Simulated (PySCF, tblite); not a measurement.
Isomers of C5H11FSi, one GFN2-xTB conformer each. Single-point energies are computed at PBE0/pcSseg-1 (PySCF, gas phase, no added dispersion term), electronic only.

Question: Rank them by PBE0/pcSseg-1 energy, lowest first (kcal/mol).
A. `[CH3:1][C@@H:2]1[SiH2:3][CH2:4][CH2:5][C@@H:6]1[F:7]` with C1–C2–Si3–C4 -142°, C2–Si3–C4–C5 -8°, Si3–C4–C5–C6 33°, C4–C5–C6–F7 68°
B. `[CH3:1][CH2:2][C:3]1([F:4])[CH2:5][SiH2:6][CH2:7]1` with C1–C2–C3–F4 57°, C2–C3–C5–Si6 110°, C3–C5–Si6–C7 10°, C5–Si6–C7–C3 -10°, C2–C3–C7–Si6 -109°

Answer: A (0.0), B (13.3).

As drawn, the higher has a four-membered ring, which the lower lacks. GFN2-xTB itself gives, in the same order: 0.0, 10.7. Both levels put the same isomer lowest.

Q: Which frontier levels, dipoles and rotational constants go with these structures?

A: 
```tsv
SMILES	HOMO (eV, PBE0/pcSseg-1)	LUMO (eV)	dipole (D)	A, B, C (MHz)
C[C@@H]1[SiH2]CC[C@@H]1F	-7.96	0.82	1.66	2617, 2276, 1527
CCC1(F)C[SiH2]C1	-8.21	0.37	1.61	3719, 1470, 1349
```

Q: What happens when harmonic zero-point energies from GFN2-xTB frequencies are added?

A: 
```json
{"SMILES": "C[C@@H]1[SiH2]CC[C@@H]1F", "ZPE (kcal/mol)": "91.9", "electronic (kcal/mol)": "0.0", "with ZPE (kcal/mol)": "0.0"}
{"SMILES": "CCC1(F)C[SiH2]C1", "ZPE (kcal/mol)": "90.9", "electronic (kcal/mol)": "13.3", "with ZPE (kcal/mol)": "12.3"}
```

The zero-point energies span 1.0 kcal/mol. The order is unchanged.
